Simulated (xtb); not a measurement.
PGME (C4H10O2), SMILES CC(COC)O. All values are semi-empirical tight-binding results from xtb (GFN2-xTB unless named), good for trends rather than for accurate numbers. The structure is a stationary point at GFN2-xTB. The values are those of a single conformer.

Computed properties:
| Property | Result |
|---|---|
| orbital gap | 11.38 eV |
| dipole moment | 2.53 D |
| zero-point energy | 86.0 kcal/mol |
| G − E(el) at 298.15 K (modified RRHO) | 66.0 kcal/mol |
| static polarisability (D4 model) | 61.5 bohr³ |
| solvation energy, GFN2-xTB/ALPB(water) | -4.7 kcal/mol |
| solvation energy, GFN2-xTB/ALPB(dmf) | -7.9 kcal/mol |

Give the IR lines (harmonic; lines under 4 % of the strongest left out, lines within 3 cm⁻¹ merged). (The exact figures need the calculation; the answer reports its results.)

ν (cm⁻¹): 321 (w), 406 (vs), 470 (w), 501 (w), 1000 (m), 1068 (m), 1114 (m), 1119 (m), 1138 (w), 1154 (m), 1185 (w), 1220 (m), 1242 (s), 1299 (m), 1363 (w), 1399 (w), 2838 (m), 2861 (s), 2886 (m), 2898 (m), 2922 (m), 3029 (w), 3046 (m), 3059 (w), 3528 (m) (against the strongest line: vs over 80 %, s over 45 %, m over 15 %, w over 4 %, vw less)
